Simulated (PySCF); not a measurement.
**Heteronuclear NMR**

Atoms are numbered as in `[CH3:1][c:2]1[n:3][n:4][n:5][cH:6][c:7]1[C:8]#[N:9]`. Hydrogens are named by the atom that carries them.

Single conformer, non-relativistic, equivalent nuclei averaged, no solvent. Coordinates at the GFN2-xTB level; J couplings at B3LYP/pcJ-1 (without the spin–dipole term); shielding tensors at PBE0/pcSseg-1 (GIAO); PySCF 2.14.0 with density-fitted response routines.

**Question.** What are the $^{15}$N shifts?

**Answer.** 
```tsv
atoms	environment	σ (ppm)	δ (ppm)
N4	pyridine-type ring nitrogen	-289.2	118.4
N3	pyridine-type ring nitrogen	-166.9	5.7
N5	pyridine-type ring nitrogen	-162.4	1.6
N9	nitrile nitrogen	-82.9	-71.7
```

Shieldings were converted by a linear fit to measured shifts: $^{15}$N (scatter 6.3 ppm rms vs CH3NO2, solution or neat liquid). Occasional misses reach two or three times the rms, and more in compound classes unlike the fitted ones. Couplings are scaled by factors fitted to measured values: $^{2}J$(H,H) × 0.95 (rms 1.3 Hz); all others are unscaled and can be 10–30 % off.

Couplings (the largest are listed; each averaged over equivalent pairs): $^{2}J$(N5,H(C6)) = -13.0 Hz, $^{3}J$(N4,H(C6)) = -3.3 Hz, $^{3}J$(N3,H(C1)) = -2.7 Hz. Signs are for $^{15}$N, whose magnetogyric ratio is negative.

On a 600 MHz spectrometer $^{15}$N resonates near 60.8 MHz, so 1 ppm is 60.8 Hz.
